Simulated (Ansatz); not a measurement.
Job for Ansatz (a quantum-chemistry and plane-wave program): U-B3LYP/cc-pVTZ on H4 chain, a point of a bond scan (R = 1.100 Å).

Ansatz 0.2 input:
```yaml
crystal:
  periodic: [false, false, false]
  atoms:
    - {symbol: H, position_ang: [0.00000000, 0.00000000, 0.00000000]}
    - {symbol: H, position_ang: [0.00000000, 0.00000000, 1.10000000]}
    - {symbol: H, position_ang: [0.00000000, 0.00000000, 2.20000000]}
    - {symbol: H, position_ang: [0.00000000, 0.00000000, 3.30000000]}
basis:
  gaussian:
    orbitals: cc-pVTZ
hamiltonian:
  xc: {name: B3LYP}
magnetization: {spin_polarized: true, initial_magnetization: 0}
```

The head of its log:

```
Functional definition: B3LYP
[...]
integrals: 0.00 GiB planned
240 factors; their error is unknown
mean field: 0.09 GiB planned
mean field evaluation 1: about -61.5105 eV, gradient 3.9e0 eV
mean field evaluation 2: about -61.6012 eV, gradient 2.4e0 eV
```

Q: Predict the final total energy.

A: -2.2656 hartree.
